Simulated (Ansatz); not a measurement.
`CB[SiH2]CC` + `CNCS` → `CC[SiH2]CS` + `CBNC`  (formal exchange of groups at the Si–B bond)

Computed with Ansatz on PBE0-D4/def2-TZVP structures; ΔE is electronic, products minus reactants. CCSD(T)/CBS adds triple-zeta CCSD(T) − MP2 to the extrapolated MP2 energy (def2 sets, frozen cores). One conformer a species, not always the lowest.

| species | CCSD(T)/def2-TZVPP energy (Eh) |
| --- | --- |
| `CB[SiH2]CC` | -434.53535 |
| `CNCS` | -532.66128 |
| `CC[SiH2]CS` | -806.91006 |
| `CBNC` | -160.37653 |

Problem. Work out ΔE.

Solution. ΔE = (-806.91006) + (-160.37653) − (-434.53535) − (-532.66128) = -0.08996 Eh = -2.45 eV. CCSD(T)/CBS gives -2.45 eV.

Largest T1 diagnostic among the species: 0.011.

In def2-TZVPP, CCSD(T) changes the Hartree–Fock value by −0.09 eV (the triples alone add −0.02 eV) and MP2 by −0.19 eV. The D4 term adds −0.03 eV with B3LYP and −0.02 eV with PBE0; it sums over pairs of atoms, weighted by their polarisabilities, and B3LYP, whose exchange is more repulsive, gets the larger term.

B3LYP here is the variant with VWN-RPA as its local correlation; programs differ in this.
